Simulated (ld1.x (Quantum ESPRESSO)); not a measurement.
**Before and after: ultrasoft potential for platinum**

- Element: platinum
- Generator: ld1.x (Quantum ESPRESSO) 7.5
- Type: ultrasoft
- Functional: Wu–Cohen
- Relativity: scalar-relativistic
- Frozen core: [Xe] 4f14
- Valence charge: 10
- Reference configuration: 5d9 6s1 6p0
- Partial waves: 6s (bound): rcut 2.35, rcutus 2.50 bohr; 6s channel at 1.5 Ry: rcut 2.35, rcutus 2.50 bohr; 6p (bound, empty): rcut 2.55, rcutus 3.50 bohr; 6p channel at 5 Ry: rcut 2.55, rcutus 3.50 bohr; 5d (bound): rcut 2.05, rcutus 2.25 bohr; 5d channel at 2.4 Ry: rcut 2.05, rcutus 2.25 bohr
- Local potential: all-electron potential smoothed inside 3.35 bohr (lloc = -1)
- Core correction: Bessel-smoothed model core inside 1.70 bohr
- Augmentation charge: PSQ, inside the norm-conserving radii

All-electron outer shells of the reference configuration (Wu–Cohen, scalar-relativistic, ld1.x):

| shell | level (eV) | outermost node (bohr) | outermost maximum (bohr) |
| --- | --- | --- | --- |
| 4f | -70.14 | – | 0.38 |
| 5p | -56.04 | 0.53 | 0.98 |
| 5d | -6.16 | 0.57 | 1.26 |
| 6s | -5.70 | 1.14 | 2.38 |
| 6p | -0.76 | 1.36 | 3.55 |

Change: local potential all-electron potential smoothed inside 2.20 bohr (lloc = -1).

Cutoffs: the cutoffs (Ry, on a coarse ladder) from which the occupation-weighted sum of valence levels, in a spherical-Bessel basis at the reference potential, stays within 10 and 1 mRy of its value at 400 Ry; they do not see the model core or the augmentation charge, which bear on the density cutoff. Errors are all-electron minus pseudo energies relative to the spin-unpolarised reference configuration.

Problem. What does the change do?

Solution. The potential gets neither clearly harder nor softer (21 Ry and 35 Ry → 21 Ry and 35 Ry); of the 7 tests that both files solve, the error grows in 0 and shrinks in 2 by more than 15 % and 0.3 meV (median size 107.6 → 115.5 meV); the range in which the s phases agree narrows (upper end at the end of the scan → 2.4); the range in which the d phases agree widens (upper end 0.6 → 4.0); neither file shows a bound ghost.

```tsv
quantity	base	changed
cutoff, loose	21 Ry	21 Ry
cutoff, tight	35 Ry	35 Ry
bound ghosts	none	none
error for 5d9 6s0 6p0, meV [ΔE 9.23 eV]	-50	-39
error for 5d8 6s0 6p0, meV [ΔE 29.23 eV]	-86	-73
error for 5d7 6s0 6p0, meV [ΔE 61.49 eV]	-633	-640
error for 5d8 6s1 6p1, meV [ΔE 6.65 eV]	-131	-141
error for 5d8 6s1 6p0, meV [ΔE 11.20 eV]	-108	-115
error for 5d6 6s0 6p0, meV [ΔE 107.18 eV]	-2297	-2281
error for 5d9.5 6s0.5 6p0, meV [ΔE -0.11 eV]	-38	-39
s: phases at 3.81 bohr within 0.05 rad from the reference energy up to (Ry; the scan ends near 5)	to the end of the scan	2.4
p: phases at 3.81 bohr within 0.05 rad from the reference energy up to (Ry; the scan ends near 5)	1.5	1.8
d: phases at 3.81 bohr within 0.05 rad from the reference energy up to (Ry; the scan ends near 5)	0.6	4.0
lowest overlap eigenvalue by channel	s 0.37, p 0.23, d 0.68	s 0.40, p 0.12, d 0.86
```
